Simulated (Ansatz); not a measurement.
**Exact exchange and the vertical energy of the triplet above the singlet of C2H5FOSi**

C2H5FOSi has 10 atoms, charge 0, and is taken as a singlet. As SMILES, `FC1CO[SiH2]1`. The coordinates come from a PBE0-D4/def2-TZVP relaxation.

The vertical energy of the triplet above the singlet y, in eV, basis def2-SVP; a is the functional's share of exact exchange. Programs: Ansatz 0.2.0.

| functional | program | a | y (eV) |
| --- | --- | --- | --- |
| PBE | Ansatz | 0 | 5.42 |
| BLYP | Ansatz | 0 | 5.54 |
| B3LYP | Ansatz | 0.2 | ? |
| PBE0 | Ansatz | 0.25 | 6.03 |
| BHLYP | Ansatz | 0.5 | 6.62 |

Q: Fit y = c + s·a to the known rows and predict B3LYP.

A: 
1. Means of the 4 rows: a = 0.1875, y = 5.902.
2. Σ(Δa)² = 0.17188, Σ(Δa·Δy) = 0.39063, so the slope is 0.39063/0.17188 = 2.2727.
3. Intercept: 5.902 − (2.2727) × 0.1875 = 5.476. The largest residual of the fit is 0.064.
4. B3LYP: 5.476 + (2.2727) × 0.2 = 5.93 eV.

The run gave 6.04 eV, so the prediction is off by -0.11 eV, more than the scatter of the fit. The rows mix families of semi-local functionals, which the line can't see.
